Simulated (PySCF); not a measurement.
Yb(2+) (ytterbium, charge +2) across methods

[Xe] 4f13 5d1, one real determinant (an excited configuration). Computed with PySCF 2.14 in ANO-RCC-VTZP (8s7p5d3f2g1h, 104 functions), with scalar relativity by spin-free X2C-1e.

```
method   E (hartree)  mean ε 4f α (eV)  mean ε 4f β (eV)  mean ε 5d α (eV)  Σ⟨r²⟩ (bohr²)   ⟨S²⟩
   PBE     -14058.36           -24.993           -24.080           -15.416          41.22  2.000
  PBE0     -14058.12           -28.234           -27.177           -16.482          40.83  2.001
   UHF  -14053.39092           -37.285           -35.756           -19.087          40.56  2.002
   LDA     -14048.88           -25.368           -24.410           -15.407          41.18  2.000
```

Estimate the same row for r2SCAN.

E (hartree) = -14058.46; mean ε 4f α (eV) = -24.889; mean ε 4f β (eV) = -23.890; mean ε 5d α (eV) = -15.593; Σ⟨r²⟩ (bohr²) = 40.69; ⟨S²⟩ = 2.001.

⟨L²⟩ = 17.98 against 30 for a pure H term, so this real determinant mixes terms. Spin-orbit coupling, absent here, splits the open shell strongly.
